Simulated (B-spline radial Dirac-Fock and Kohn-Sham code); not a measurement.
# Energy-loss ionisation edge L3 (2p3/2) of Se

System: the free selenium atom, configuration [Ar] 3d10 4s2 4p4. The computed values come from a radial B-spline solver: the first Born approximation with generalised oscillator strengths from a Dirac-Hartree-Slater potential (longitudinal and transverse terms; continuum final states only, so no white lines or fine structure). The edge is taken at 1433.9 eV (tabulated value).

Input file task.json (cfg lists n, l and occupation; rrms is the nuclear radius in fm):

```json
{"items": [{
  "Z": 34,
  "q": 0,
  "cfg": [[1, 0, 2], [2, 0, 2], [2, 1, 6], [3, 0, 2], [3, 1, 6], [3, 2, 10], [4, 0, 2], [4, 1, 4]],
  "A": 80,
  "rrms": 4.14,
  "do": "eels",
  "beams": [[60, 5], [60, 20], [80, 20], [80, 50], [100, 5], [100, 10], [120, 5], [120, 10], [120, 20], [200, 5], [200, 10], [200, 50], [300, 5], [300, 10]],
  "edges": {"L3": 1433.9}
}]}
```

Command: `python xray2_run.py task.json out`

Partial cross sections σ(β, Δ) in barn, integrated over a window Δ above the edge and up to the collection semi-angle β, for parallel illumination:

```tsv
E₀ (kV)	β (mrad)	Δ = 25 eV	Δ = 50 eV	Δ = 100 eV	Δ = 200 eV	Δ = 300 eV
60	5	10.3	20.7	40.0	70.2	91.9
60	20	89.7	181	354	635	846
80	20	95.3	193	378	681	912
80	50	180	367	725	1330	1810
100	5	16.6	33.4	64.5	114	149
100	10	47.3	95.7	186	332	440
120	5	19.4	39.1	75.7	134	176
120	10	51.4	104	203	363	483
120	20	98.4	200	392	712	959
200	5	29.1	58.7	114	203	269
200	10	61.1	124	243	439	588
200	50	?	?	?	?	?
300	5	38.2	77.2	151	271	361
300	10	67.5	137	270	490	661
```

Question: Give the row for 200 kV and 50 mrad.

Answer: 137 b for 25 eV, 280 b for 50 eV, 555 b for 100 eV, 1030 b for 200 eV, 1410 b for 300 eV.
